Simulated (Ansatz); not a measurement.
C$_{3}$H$_{7}$S, doublet, at a GFN2-xTB geometry; MP2/STO-3G in Ansatz (a first-principles code).

The Ansatz input:
Ansatz 0.2 input:
```yaml
crystal:
  periodic: [false, false, false]
  atoms:
    - {symbol: C, position_ang: [1.33343130, -1.05181077, 0.06783991]}
    - {symbol: C, position_ang: [0.02610474, -0.35944065, 0.20859558]}
    - {symbol: C, position_ang: [-1.23720516, -1.13468848, 0.08929924]}
    - {symbol: S, position_ang: [0.01194070, 1.34082542, -0.16796223]}
    - {symbol: H, position_ang: [1.46068380, -1.49000073, -0.92928836]}
    - {symbol: H, position_ang: [1.40513931, -1.86598336, 0.79053741]}
    - {symbol: H, position_ang: [2.15343639, -0.35722298, 0.23728319]}
    - {symbol: H, position_ang: [-2.07728088, -0.59270601, 0.52510079]}
    - {symbol: H, position_ang: [-1.48977413, -1.34989668, -0.95639772]}
    - {symbol: H, position_ang: [-1.13132823, -2.08851022, 0.60459467]}
    - {symbol: H, position_ang: [-1.24591292, 1.56675262, 0.22115735]}
basis:
  gaussian:
    orbitals: STO-3G
magnetization: {spin_polarized: true, initial_magnetization: 1}
correlation: {method: mp2, electrons: outside_noble_gas}
accuracy: high
```

Output, abridged:

```
Functional definition: HF
637 factors; integrals over basis functions are off by at most 3.7e-8 eV
mean field evaluation 1: about -13860.7318 eV, gradient 1.1e1 eV
mean field evaluation 2: about -13860.9461 eV, gradient 1.1e1 eV
mean field evaluation 4: about -13862.1826 eV, gradient 1.4e0 eV
mean field evaluation 8: about -13862.2303 eV, gradient 2.2e-4 eV
mean field -13862.22871297 eV, -509.4275090456 hartree, gradient 2.3e-8 eV, S^2 0.765127; 0 other end points of the search recorded, 0 dependent functions left out
8 core orbitals not correlated
reference -13862.22871297 eV, -509.4275090456 hartree; 13, 12 occupied and 10, 11 virtual orbitals, 637 factors
second order -4.46203499 eV of doubles, -0.00000000 eV of singles
Total energy: -13866.69074796 eV, -509.5914858069 hartree
```
